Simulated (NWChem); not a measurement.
Species: SiCl$_{3}$ cation

```xyz
4

Cl     1.3883     1.3883     0.0000
Si     0.0000     0.0000     0.0000
Cl     0.5082    -1.8965     0.0000
Cl    -1.8965     0.5082     0.0000
```
Atoms are numbered in this order, from 1.

Program: NWChem. Geometry optimised at PBE0/def2-SVP; all other runs use it. Pople sets run with spherical d functions. Vzz has the sign of the potential's second derivative.

```csv
quantity,level,value
isotropic polarisability (bohr³) at 589 nm,B3LYP/def2-SVPD,58.9
cavity-dispersion-structure term (kcal/mol) in dimethyl sulfoxide,"PBE/def2-SVP, SMD",-1.5
Vzz Cl4 (a.u.),Hartree-Fock/6-31G*,2.643
"charge (e), ESP Cl4",B3LYP/def2-SVP,0.14
highest harmonic frequency (cm⁻¹),PBE0/def2-SVP,763
```
